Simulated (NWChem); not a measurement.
System: CH$_{3}$CdFO; SMILES C[O][Cd][F]

Parts of the log:

```
             Northwest Computational Chemistry Package (NWChem) 7.3.0
             --------------------------------------------------------

 C1  symmetry detected

                             Geometry "geometry" -> ""
                             -------------------------

 Output coordinates in angstroms (scale by  1.889725989 to convert to a.u.)

  No.       Tag          Charge          X              Y              Z
 ---- ---------------- ---------- -------------- -------------- --------------
    1 Cd                  48.0000     0.06121655    -0.34207507    -0.00261854
    2 F                    9.0000    -0.22022203    -2.24585272     0.00718311
    3 O                    8.0000     0.50115704     1.56573556     0.00703051
    4 C                    6.0000    -0.46242125     2.57162057     0.00105708
    5 H                    1.0000    -1.12819200     2.56243288     0.88863214
    6 H                    1.0000     0.05308035     3.55004267     0.00533035
    7 H                    1.0000    -1.11601312     2.56419462    -0.89550726

 Effective nuclear repulsion energy (a.u.)     348.4658697636

 Summary of "ao basis" -> "ao basis" (spherical)
 ------------------------------------------------------------------------------
       Tag                 Description            Shells   Functions and Types
 ---------------- ------------------------------  ------  ---------------------
 Cd                         def2-svp                11       31   5s3p2d1f
 F                          def2-svp                 6       14   3s2p1d
 O                          def2-svp                 6       14   3s2p1d
 C                          def2-svp                 6       14   3s2p1d
 H                          def2-svp                 3        5   2s1p

            General Information
            -------------------
          SCF calculation type: DFT
          Wavefunction type:  closed shell.
          No. of atoms     :     7
          No. of electrons :    46
           Alpha electrons :    23
            Beta electrons :    23
          Charge           :     0
          Spin multiplicity:     1
          Use of symmetry is: off; symmetry adaption is: off
          Maximum number of iterations: 150
          AO basis - number of functions:    88
                     number of shells:    38
          Convergence on energy requested:  1.00D-06
          Convergence on density requested:  1.00D-05
          Convergence on gradient requested:  5.00D-04

              XC Information
              --------------
          PerdewBurkeErnzerhof Exchange Functional  1.000
            Perdew 1991 LDA Correlation Functional  1.000 local
           PerdewBurkeErnz. Correlation Functional  1.000 non-local

             Grid Information
             ----------------
          Grid used for XC integration:  medium
          Radial quadrature: Mura-Knowles
          Angular quadrature: Lebedev.
          Tag              B.-S. Rad. Rad. Pts. Rad. Cut. Ang. Pts.
          ---              ---------- --------- --------- ---------
          Cd                  1.55      123          11.0       590
          F                   0.50       49          13.0       434
          O                   0.60       49           8.0       434
          C                   0.70       49          11.0       434
          H                   0.35       45          12.0       434
          Grid pruning is: on
          Number of quadrature shells:   405
          Spatial weights used:  Erf1

      Superposition of Atomic Density Guess
      -------------------------------------

 Sum of atomic energies:        -405.07999881

      Non-variational initial energy
      ------------------------------

 Total energy =    -380.743571
 1-e energy   =    -941.344535
 2-e energy   =     384.893102
 HOMO         =      -0.359929
 LUMO         =      -0.110069

     ---------------------------------------------
      Total Density - Mulliken Population Analysis
     ---------------------------------------------

    Atom       Charge   Shell Charges
 -----------   ------   -------------------------------------------------------
    1 Cd  20    18.58  -0.37  1.61  0.75  0.36  0.13  5.95  0.14  0.05  9.13  0.83  0.00
    2 F    9     9.78   1.99  1.15  0.81  3.58  2.24  0.00
    3 O    8     8.94   1.99  1.10  0.73  3.05  2.06  0.01
    4 C    6     5.88   1.99  0.92  0.22  1.85  0.85  0.05
    5 H    1     0.93   0.69  0.22  0.02
    6 H    1     0.94   0.70  0.22  0.02
    7 H    1     0.93   0.69  0.22  0.02

   convergence    iter        energy       DeltaE   RMS-Dens  Diis-err
 ---------------- ----- ----------------- --------- --------- ---------
 d= 0,ls=0.0,diis     1   -382.1570227543 -5.58D+02  3.55D-02  1.12D+00
 d= 0,ls=0.0,diis     2   -380.7162416975  1.44D+00  2.26D-02  1.59D+01
 d= 0,ls=0.0,diis     3   -382.2334100025 -1.52D+00  9.70D-03  6.52D-01
 d= 0,ls=0.0,diis     4   -382.2679367703 -3.45D-02  3.86D-03  3.77D-01
 d= 0,ls=0.0,diis     5   -382.3057866042 -3.78D-02  6.99D-04  5.40D-03
  Resetting Diis
 d= 0,ls=0.0,diis     6   -382.3061930055 -4.06D-04  4.29D-04  1.47D-03
 d= 0,ls=0.0,diis     7   -382.3063768359 -1.84D-04  3.13D-04  1.03D-04
 d= 0,ls=0.0,diis     8   -382.3062994391  7.74D-05  2.25D-04  7.78D-04
 d= 0,ls=0.0,diis     9   -382.3063878034 -8.84D-05  3.34D-05  2.57D-05
 d= 0,ls=0.0,diis    10   -382.3063901652 -2.36D-06  6.42D-06  1.06D-06
 d= 0,ls=0.0,diis    11   -382.3063902753 -1.10D-07  1.62D-06  2.80D-08

         Total DFT energy =     -382.306390275274
      One electron energy =     -943.254701654835
           Coulomb energy =      426.044036810390
    Exchange-Corr. energy =      -40.803588361991
 Nuclear repulsion energy =      175.707862931162

 Numeric. integr. density =       45.999998328653

                       DFT Final Molecular Orbital Analysis
                       ------------------------------------

 Vector   21  Occ=2.000000D+00  E=-2.790850D-01
              MO Center= -2.2D-01, -2.0D+00,  5.7D-03, r^2= 1.1D+00
   Bfn.  Coefficient  Atom+Function         Bfn.  Coefficient  Atom+Function
  ----- ------------  ---------------      ----- ------------  ---------------
    35      0.634087  2 F  px                38     -0.449526  2 F  px
    15     -0.192519  1 Cd d -2              12     -0.096725  1 Cd px
    36     -0.069751  2 F  py                 9     -0.068763  1 Cd px
     6      0.055579  1 Cd px                64      0.049378  4 C  py
    50     -0.048511  3 O  py                39      0.046519  2 F  py

 Vector   22  Occ=2.000000D+00  E=-2.365556D-01
              MO Center=  2.1D-01,  1.6D+00,  3.0D-03, r^2= 2.5D+00
   Bfn.  Coefficient  Atom+Function         Bfn.  Coefficient  Atom+Function
  ----- ------------  ---------------      ----- ------------  ---------------
    49      0.428718  3 O  px                 4     -0.338297  1 Cd s
    52      0.318799  3 O  px                50      0.254749  3 O  py
    79     -0.233804  6 H  s                 63     -0.189903  4 C  px
     2      0.186060  1 Cd s                 53      0.186677  3 O  py
    80     -0.157336  6 H  s                 48      0.130681  3 O  s

 Vector   23  Occ=2.000000D+00  E=-2.126622D-01
              MO Center=  1.5D-01,  1.6D+00,  5.5D-03, r^2= 1.9D+00
   Bfn.  Coefficient  Atom+Function         Bfn.  Coefficient  Atom+Function
  ----- ------------  ---------------      ----- ------------  ---------------
    51      0.568142  3 O  pz                54      0.430267  3 O  pz
    74     -0.202579  5 H  s                 84      0.200819  7 H  s
    75     -0.176457  5 H  s                 85      0.175362  7 H  s
    16     -0.166055  1 Cd d -1              65     -0.159693  4 C  pz
    37      0.106882  2 F  pz                14      0.081696  1 Cd pz

 Vector   24  Occ=0.000000D+00  E=-9.517642D-02
              MO Center= -4.9D-02, -2.3D-01, -1.7D-02, r^2= 4.0D+00
   Bfn.  Coefficient  Atom+Function         Bfn.  Coefficient  Atom+Function
  ----- ------------  ---------------      ----- ------------  ---------------
     5      0.688155  1 Cd s                  4      0.383647  1 Cd s
     2     -0.306015  1 Cd s                 19     -0.282270  1 Cd d  2
    36      0.269720  2 F  py                48     -0.270204  3 O  s
    50      0.244168  3 O  py                39     -0.197663  2 F  py
    53      0.182472  3 O  py                34     -0.173163  2 F  s

 Vector   25  Occ=0.000000D+00  E=-3.196795D-02
              MO Center=  1.2D-01, -3.3D-01, -2.9D-03, r^2= 5.6D+00
   Bfn.  Coefficient  Atom+Function         Bfn.  Coefficient  Atom+Function
  ----- ------------  ---------------      ----- ------------  ---------------
    12      0.792338  1 Cd px                62      0.326234  4 C  s
     9      0.317344  1 Cd px                 6     -0.243458  1 Cd px
    13     -0.213729  1 Cd py                35      0.163474  2 F  px
    80     -0.146356  6 H  s                 38     -0.140880  2 F  px
    61      0.113518  4 C  s                  4      0.097148  1 Cd s

 Vector   26  Occ=0.000000D+00  E=-2.872265D-02
              MO Center=  1.1D-02, -2.7D-01,  1.6D-02, r^2= 5.7D+00
   Bfn.  Coefficient  Atom+Function         Bfn.  Coefficient  Atom+Function
  ----- ------------  ---------------      ----- ------------  ---------------
    14      0.815849  1 Cd pz                11      0.311945  1 Cd pz
     8     -0.241183  1 Cd pz                68     -0.161315  4 C  pz
    37      0.158108  2 F  pz                85     -0.157882  7 H  s
    75      0.156033  5 H  s                 51     -0.151904  3 O  pz
    40     -0.137995  2 F  pz                54     -0.131230  3 O  pz

     ---------------------------------------------
      Total Density - Mulliken Population Analysis
     ---------------------------------------------

[...]
```

Level: PBE/def2-SVP with def2 effective core potentials on Cd. The geometry was optimised at PBE0/def2-SVP. def2 effective core potentials on Cd; no spin-orbit coupling.

**Question.** Reconstruct the input file.

**Answer.** One answer among several that fit: the input that was run:
```
start job
memory heap 200 mb stack 900 mb global 1100 mb
geometry units angstroms noautoz
  Cd    -0.510278    -0.483682    -0.009871
  F     -1.194232    -2.282499     0.001850
  O      0.329565     1.284937    -0.004152
  C     -0.395262     2.474432     0.002984
  H     -1.036552     2.605379     0.898933
  H      0.318523     3.319168     0.001561
  H     -1.046072     2.610865    -0.885215
end
basis spherical
  * library def2-svp
end
ecp
  Cd library def2-ecp
end
dft
  xc xpbe96 cpbe96
  iterations 150
  mulliken
end
task dft energy
```
